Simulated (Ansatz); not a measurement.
C2H11NSi2 (`C[SiH2]N(C)[SiH3]`). Total charge 0; spin multiplicity 1.

Z-matrix (Å, degrees):
```
C
Si 1 1.867
H 1 1.092 2 110.9
H 1 1.094 2 110.1 3 -119.9
H 1 1.093 2 111.7 3 120.7
N 2 1.730 1 112.3 3 -61.6
H 2 1.493 1 108.1 3 177.0
H 2 1.486 1 110.4 3 58.0
Si 6 1.724 2 125.6 1 120.5
C 6 1.461 2 117.4 1 -67.0
H 9 1.492 6 112.4 2 108.1
H 9 1.491 6 109.5 2 -133.5
H 9 1.483 6 108.9 2 -13.0
H 10 1.097 6 112.2 2 -93.5
H 10 1.095 6 111.0 2 145.7
H 10 1.094 6 111.2 2 27.0
```

(1) List the harmonic frequencies (cm⁻¹, unscaled) at PBE0-D4/def2-TZVP in Ansatz. (Estimate.)

(2) Is this a minimum?

(3) Give the ideal-gas thermochemistry at 298.15 K and 1 bar (rigid rotor, harmonic oscillator; point group C1, symmetry number 1).

Answers

(1) Ansatz gave: 36, 60, 97, 145, 155, 219, 244, 276, 496, 551, 668, 695, 705, 748, 762, 882, 914, 927, 942, 959, 962, 991, 1132, 1150, 1220, 1275, 1445, 1448, 1463, 1490, 1503, 2180, 2186, 2201, 2225, 2248, 3012, 3048, 3071, 3093, 3130, 3138.

(2) Yes, all 42 modes are real.

(3) Zero-point energy 323.5 kJ/mol; H(298) − E = 350.7 kJ/mol; entropy 398.9 J/(mol·K), of which translation 166.9, rotation 115.4, vibration 116.5; G(298) − E = 231.8 kJ/mol. Modes under 100 cm⁻¹ are hindered rotations or soft bends, so the harmonic entropy is rough.
